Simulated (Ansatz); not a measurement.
A geometry relaxed with CAM-B3LYP-D3(BJ)/def2-TZVP run with Ansatz (an electronic-structure program), charge 0, multiplicity 1:

```xyz
4

B      0.0001     0.0003    -0.0006
I      2.1031    -0.1996     0.0280
I     -0.8798     1.9210    -0.0114
I     -1.2234    -1.7218    -0.0160
```

**Question.** Write the SMILES of this molecule.

**Answer.** `IB(I)I`
